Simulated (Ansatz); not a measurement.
Geometry optimisation, Ansatz, RKS BHLYP/def2-SVP.

Input file:

```yaml
crystal:
  periodic: [false, false, false]
  atoms:
    - { symbol: Ga, position_ang: [0.0, 0.0, 0.0] }
    - { symbol: H, position_ang: [1.0752, 0.0, 1.406] }
    - { symbol: O, position_ang: [1.9596, 0.0, 0.3462] }
    - { symbol: H, position_ang: [2.2595, -0.9519, 0.1913] }
    - { symbol: O, position_ang: [-1.5501, 0.0, -0.895] }
    - { symbol: H, position_ang: [-2.0598, -0.8467, -0.6865] }
basis:
  gaussian: { orbitals: def2-SVP }
hamiltonian:
  xc: { name: BHLYP }
relax:
  f_tol: 0.15
  max_steps: 25
  restrain:
    - { distance: [1, 2], at: 1.01, k: 30.0 }
    - { distance: [0, 1], at: 2.77, k: 30.0 }
    - { distance: [0, 2], at: 2.99, k: 30.0 }
```

Launched with:

```bash
$ ansatz run input.yaml --threads 1 --pin off --max-ram 2048MiB --backend cpu --events-out ev --progress --plain --runs-dir out
```

Where does it end, and by what steps?

It converged. The restraints hold the end off the free minimum. After 24 steps the energy has fallen by 3.405 eV (the restraints' own energy left out); Ga1 moved furthest, 1.40 Å. Parted: Ga1–O3 (1.99 → 2.98 Å). Joined: H2–O3 (1.38 → 0.98 Å).

```
step  energy less start (eV)  largest force component (eV/Å)  accepted
   0                  0.0000                           2.088       yes
   1                  0.0953                           5.097       yes
   2                 -0.2708                           9.890       yes
   3                 -1.8795                           6.024       yes
   4                 -2.7466                           1.081       yes
   5                 -2.8523                           1.442       yes
   6                 -3.0217                           0.984       yes
   7                 -3.0909                           0.891       yes
   8                 -3.1127                           1.219       yes
   9                 -3.1728                           0.930       yes
  10                 -3.1776                           0.845       yes
  11                 -3.1644                           1.518        no
  12                 -3.1927                           0.871       yes
  13                 -3.1959                           0.986       yes
  14                 -3.2119                           0.949       yes
  15                 -3.2058                           1.164        no
  16                 -3.2158                           0.952       yes
  17                 -3.2195                           1.038       yes
  18                 -3.2198                           0.981       yes
  19                 -3.2322                           0.998       yes
  20                 -3.2591                           1.247       yes
  21                 -3.2952                           1.219       yes
  22                 -3.3591                           1.090       yes
  23                 -3.3948                           1.174       yes
  24                 -3.4052                           1.010       yes
```

```xyz
6
Properties=species:S:1:pos:R:3
Ga -0.853 1.015 0.462
H 1.443 -0.371 1.199
O 1.861 -0.199 0.333
H 1.247 -0.658 -0.255
O -0.674 -0.563 -0.435
H -1.339 -1.024 -0.941
```

Time of the run: 62 s on 1 thread of Arm Neoverse V1, with other jobs on the host, peak memory 0.16 GiB.
